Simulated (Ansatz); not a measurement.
Program: Ansatz. Geometries: PBE0-D4/def2-TZVP. ΔE: electronic, gas phase. CCSD(T)/CBS is the MP2 limit (def2-TZVPP, def2-QZVPP) plus CCSD(T) − MP2 in def2-TZVPP, frozen cores. Functionals use def2-TZVPP. B3LYP here is the variant with VWN-RPA as its local correlation; programs differ in this. Each species was taken in one conformer, which may not be the lowest.

`C#C[SiH2][AlH][SiH3]` + `O=C(O)C[SiH3]` → `[SiH3][CH2][AlH][SiH3]` + `C#C[SiH2]C(=O)O`  (redistribution)

| level | ΔE (kJ/mol) | difference from CCSD(T)/CBS |
| --- | --- | --- |
| PBE-D4 | 32.8 | 24.1 |
| r2SCAN-D4 | 29.6 | 20.9 |
| PBE0-D4 | 32.3 | 23.6 |
| B3LYP-D4 | 6.2 | -2.5 |
| ωB97X-V | 12.9 | 4.2 |
| ωB97M-V | 12.9 | 4.2 |
| B2PLYP | 1.0 | -7.7 |
| PBE | 28.5 | 19.8 |
| r2SCAN | 28.8 | 20.1 |
| PBE0 | 28.6 | 19.9 |
| B3LYP | -1.0 | -9.7 |
| HF/def2-TZVPP | -20.9 | -29.6 |
| MP2/def2-TZVPP | 8.5 | -0.2 |
| SCS-MP2/def2-TZVPP | -1.2 | -9.9 |
| CCSD/def2-TZVPP | 4.7 | -4.0 |
| CCSD(T)/def2-TZVPP | 11.6 | 2.9 |
| HF/def2-QZVPP | -21.9 | -30.6 |
| MP2/def2-QZVPP | 6.5 | -2.2 |
| SCS-MP2/def2-QZVPP | -3.6 | -12.3 |
| HF/CBS(def2) | -22.0 | -30.7 |
| MP2/CBS(def2) | 5.6 | -3.1 |
| CCSD/CBS(def2) | 1.8 | -6.9 |
| CCSD(T)/CBS | 8.7 | 0 |

Largest T1 diagnostic among the species: 0.016.

The D4 term adds +7.2 kJ/mol with B3LYP and +3.7 kJ/mol with PBE0; it sums over pairs of atoms, weighted by their polarisabilities, and B3LYP, whose exchange is more repulsive, gets the larger term. In def2-TZVPP, CCSD(T) changes the Hartree–Fock value by +32.5 kJ/mol (the triples alone add +7.0 kJ/mol) and MP2 by +29.4 kJ/mol.
